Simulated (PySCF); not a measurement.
C2H4NO, SMILES C[N]C=O, multiplicity 2.

Geometry: B3LYP-D3(BJ)/def2-SVP. The isomer is the one that the SMILES or the coordinates give; other isomers of the formula were not compared. The values are those of a single conformer.

Method: PBE/def2-TZVPD run with PySCF.

The molecule is in vacuum.

Estimate the frontier levels, dipole moment and polarisability. (Estimate from the structure and the level; the computed values follow.)


```yaml
"α spin, highest occupied and lowest empty level": -6.53 and -1.44 eV
"β spin, highest occupied and lowest empty level": -6.31 and -5.36 eV
dipole_moment: 2.06 D
quadrupole, principal values (traceless, Buckingham form, about the centre of nuclear charge): -7.05, 1.10, 5.94 D·Å
mean_static_polarisability: 42.5 bohr³ (6.30 Å³)
polarisability_principal_values: 29.9, 41.7, 55.9 bohr³
"⟨S²⟩": 0.756 (pure state 0.75)
```
